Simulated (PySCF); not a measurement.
**Löwdin shares of the frontier orbitals**

Compound: C6H13BO2.
Geometry (PBE0-D3(BJ)/def2-SVP, Å), atoms numbered from 1 in this order:
```
atom  x, y, z in Å
C1     3.5480    0.6716    0.5651
C2     2.6770   -0.0096   -0.4865
C3     1.2318    0.3476   -0.3631
C4     0.2092   -0.5100   -0.2115
B5    -1.2695   -0.0252   -0.0970
O6    -1.5177    1.3133   -0.1332
C7    -2.8241    1.8141   -0.0451
O8    -2.3424   -0.8601    0.0370
C9    -2.2256   -2.2543    0.0745
H10    3.2485    0.3719    1.5811
H11    3.4619    1.7681    0.5051
H12    4.6096    0.4117    0.4331
H13    2.7968   -1.1047   -0.4339
H14    3.0279    0.2947   -1.4907
H15    0.9981    1.4216   -0.3933
H16    0.4527   -1.5804   -0.1744
H17   -2.8045    2.8809   -0.3118
H18   -3.2252    1.7169    0.9782
H19   -3.5132    1.2871   -0.7251
H20   -1.7941   -2.6573   -0.8574
H21   -1.6013   -2.5944    0.9189
H22   -3.2306   -2.6837    0.1983
```

Level of theory: TDDFT wB97X-D/def2-SVPD, vertical, gas phase, core orbitals frozen in the response (PySCF 2.14.0, density-fitted response routines).

Kohn–Sham orbitals with the atoms that hold most of them (Löwdin shares over 4%, at most four atoms; ? is withheld):

| orbital | ε (eV) | atoms |
| --- | --- | --- |
| HOMO-3 | -10.90 | O6 44%, C7 16%, H17 8%, H19 6% |
| HOMO-2 | -10.39 | O8 27%, C4 16%, B5 12%, C3 7% |
| HOMO-1 | -10.07 | O8 32%, O6 32%, C9 8%, C7 7% |
| HOMO | -9.11 | ? |
| LUMO | 1.24 | ? |
| LUMO+1 | 1.95 | B5 49%, C9 8%, C7 5% |
| LUMO+2 | 2.64 | C9 18%, C7 10%, H20 10%, H21 9% |

**Question.** Give the leading atoms of the LUMO.

**Answer.** C3 (bonded to 2 C and H) 29%; C4 (bonded to B, C and H) 23%; B5 (bonded to C and 2 O) 14%; O8 (bonded to B and C) 7%. By element: carbon 51% or more, boron 14%, oxygen 7% or more.

**Question.** Give the leading atoms of the HOMO.

**Answer.** C4 (bonded to B, C and H) 34%; C3 (bonded to 2 C and H) 30%; O6 (bonded to B and C) 8%; C2 (bonded to 2 C and 2 H) 6%. By element: carbon 71% or more, oxygen 8% or more.

**Question.** How does S1 compare with the orbital gap of 10.34 eV?

**Answer.** S1 is at 6.34 eV (f = 0.516), 4.00 eV below the gap, made of HOMO→LUMO (97%). 

**Question.** Give energy, strength and leading configuration of S1, S2, S3 and S4, and follow the Löwdin shares of the leading atoms from the occupied to the empty orbital.

**Answer.** 
- S1 (6.34 eV, f 0.516), HOMO→LUMO (97%): C4 34% → 23%, C3 30% → 29%
- S2 (6.65 eV, f 0.0005), HOMO-2→LUMO (87%): O8 27% → 7%, C4 16% → 23%, C3 7% → 29%
- S3 (7.18 eV, f 0.121), HOMO-1→LUMO (95%): O8 32% → 7%, O6 32% → at most 7%, C3 at most 8% → 29%, C4 at most 8% → 23%
- S4 (7.27 eV, f 0.044), HOMO→LUMO+1 (83%): C4 34% → at most 4%, C3 30% → at most 4%, B5 at most 7% → 49%, C9 at most 7% → 8%

Löwdin shares depend on the basis, the more so with diffuse functions.

One conformer stands for the species.
